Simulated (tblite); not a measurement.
Run record: tight-binding relaxation, `C/N=C/CC[Si@@H](N)O[SiH3]`.

Computed with GFN2-xTB geometry optimisation, gas phase (tblite 0.8.0). Start geometry: from a force field or distance geometry. The command runs a driver script over a list of jobs; the input below is this job's line of settings and its coordinates in Å.

Command:
```bash
OMP_NUM_THREADS=1 python probes_run.py task.json out
```

Input:
```
{"job": {"kind": "relax", "xc": "GFN2-xTB", "basis": "xTB"}, "charge": 0, "multiplicity": 1}
C     -3.722400    -0.191000    -1.112800
N     -2.684900    -1.072000    -0.631300
C     -1.773200    -0.458500     0.066600
C     -0.605000    -1.198400     0.623900
C      0.612100    -1.137500    -0.283800
Si     1.527000     0.481700    -0.361100
N      0.531400     1.731700    -0.927900
O      2.080600     1.027500     1.103300
Si     3.134100     0.553700     2.287100
H     -4.478900    -0.781000    -1.650100
H     -3.330800     0.556200    -1.806800
H     -4.248800     0.313800    -0.285300
H     -1.820300     0.637500     0.246300
H     -0.894000    -2.256500     0.749200
H     -0.390900    -0.795500     1.630200
H      1.323300    -1.902700     0.044800
H      0.312700    -1.404100    -1.307100
H      2.653500     0.414700    -1.311800
H      1.016100     2.614200    -0.774800
H      0.423700     1.638700    -1.925100
H      4.494100     0.465600     1.727400
H      3.110500     1.551800     3.388600
H      2.725500    -0.762900     2.817600
```

Problem. What does the run print?

Solution. 
```
step      E/eV     max force
  0    -793.33629    2.971
  1    -793.44354    2.617
  2    -793.50860    0.591
  3    -793.54021    0.447
  4    -793.58473    0.607
  5    -793.61629    0.454
  6    -793.65442    0.409
  7    -793.67818    0.317
  8    -793.69349    0.300
  9    -793.70285    0.203
... (279 lines left out)
289    -793.91924    0.015
290    -793.91932    0.014
291    -793.91938    0.017
292    -793.91943    0.012
293    -793.91946    0.015
294    -793.91950    0.015
295    -793.91952    0.013
296    -793.91954    0.011
297    -793.91956    0.011
298    -793.91957    0.010
```

«max force» is the largest atomic force in eV/Å.

Problem. From which step on does the largest force stay under 0.1 eV/Å, and how much energy is left to gain from there?

Solution. From step 209 (0.079 eV/Å), 11.3 meV above the end.

Main results: energy lowered by 13.5 kcal/mol over 298 steps; largest atomic force 0.010 eV/Å at the end.

Problem. Where do the atoms end?

Solution. 1.203 Å rms from the input after alignment:
```
atom  x, y, z in Å
C1    -3.4698    0.3332   -0.0695
N2    -2.5153   -0.7275    0.0166
C3    -1.2918   -0.4750    0.1324
C4    -0.2758   -1.5587    0.2184
C5     0.7840   -1.4187   -0.8789
Si6    1.8931    0.1222   -0.7340
N7     1.0849    1.4502   -1.4800
O8     2.1389    0.5504    0.8115
Si9    1.8398    0.8467    2.3713
H10   -4.0362    0.2092   -0.9936
H11   -3.0176    1.3350   -0.0498
H12   -4.1682    0.2339    0.7628
H13   -0.8913    0.5492    0.1619
H14   -0.7829   -2.5229    0.1441
H15    0.2152   -1.4954    1.1944
H16    1.4172   -2.3064   -0.8479
H17    0.2870   -1.4330   -1.8496
H18    3.2550   -0.1656   -1.1974
H19    1.4714    2.3723   -1.3556
H20    0.7367    1.3459   -2.4185
H21    2.6830    1.9927    2.7056
H22    0.4197    1.1485    2.5540
H23    2.2183   -0.3592    3.1087
```

The run took 2.6 s on Arm Neoverse V2, one thread (shared host).
Labels such as C1 count atoms from 1, the log's own numbers from 0.
